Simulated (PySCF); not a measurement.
C₃H₇NSi, SMILES C=C=CN[SiH3].

Coordinates come from a ωB97X-D3(BJ)/def2-SVP optimisation. This is a generated structure with no PubChem entry under its InChIKey; it may be hypothetical. Other conformers were not sampled.

All values below come from SMD-PBE0/def2-SVP (PySCF).

Solvation free energies are E(SMD) − E(gas) at the gas-phase geometry, for 1 M in both phases. In vacuum the dipole moment is 1.27 D.

```csv
solvent,ΔG(solv) (kcal/mol),its non-electrostatic (CDS) part,dipole (D)
water,0.3,5.0,1.86
acetonitrile,-4.0,0.5,1.84
methanol,…,…,…
```

Task: Some entries are withheld; supply them. (The exact figures need the calculation; the answer reports its results.)

Result: 
- methanol, ΔG(solv) (kcal/mol): -3.4
- methanol, its non-electrostatic (CDS) part: 1.1
- methanol, dipole (D): 1.84
